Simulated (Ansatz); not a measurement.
C$_{3}$H$_{5}$FSSi (`C=C1S[Si]1(C)F`), relaxed with RKS PBE0-D4/def2-TZVP in the Gaussian-basis code of Ansatz from a PBE-D4/def2-SVP geometry. The force threshold is 0.005 eV/Å; the program also tests the step.

The species carries charge 0 and has multiplicity 1.

Start:

```xyz
11

C    -1.501   -1.522   -1.183
C    -0.386   -1.028   -0.623
S     1.395   -1.177   -1.072
Si    0.598   -0.117    0.594
C     0.736    1.733    0.733
F     0.823   -0.767    2.080
H    -1.480   -2.149   -2.090
H    -2.483   -1.307   -0.731
H    -0.007    2.122    1.458
H     1.747    2.016    1.089
H     0.559    2.196   -0.256
```

How much energy does the relaxation release, and in how many steps? (Estimate.)

The calculation gave: 0.10 eV, in 8 steps, 2 of them rejected.

Which bonds change most? (An estimate is asked.)

Computed: Si4–F6 from 1.637 to 1.591 Å; S3–Si4 from 2.131 to 2.092 Å; C2–S3 from 1.844 to 1.818 Å; C1–C2 from 1.342 to 1.322 Å.

Give the relaxed structure. (An estimate is asked.)

Ansatz gave: 
```xyz
11

C    -1.482   -1.500   -1.167
C    -0.386   -1.017   -0.606
S     1.371   -1.169   -1.053
Si    0.607   -0.123    0.591
C     0.727    1.709    0.725
F     0.815   -0.750    2.039
H    -1.460   -2.111   -2.062
H    -2.451   -1.291   -0.727
H    -0.011    2.089    1.435
H     1.719    2.000    1.077
H     0.551    2.163   -0.251
```
